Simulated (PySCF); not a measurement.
PbHBr, SMILES [Br][PbH] (connectivity only; charge and spin as stated), neutral, multiplicity 1.

Geometry optimised at PBE0-D3(BJ)/def2-TZVP. The def2 effective core potentials stand for the cores of Pb; spin–orbit coupling is left out.

The numbers are results of M06-2X/def2-TZVPD (PySCF), not measurements.

Question: Estimate the frontier levels, gap, dipole moment and polarisability. (The exact figures need the calculation; the answer reports its results.)

Answer: 
| Item | Result |
|---|---|
| highest occupied level | -8.06 eV |
| lowest empty level | -2.28 eV |
| orbital gap | 5.79 eV |
| dipole moment | 4.10 D |
| quadrupole, principal values (traceless, Buckingham form, about the centre of nuclear charge) | -4.94, -1.78, 6.72 D·Å |
| mean static polarisability | 70.0 bohr³ (10.37 Å³) |
| polarisability, principal values | 50.3, 69.0, 90.6 bohr³ |
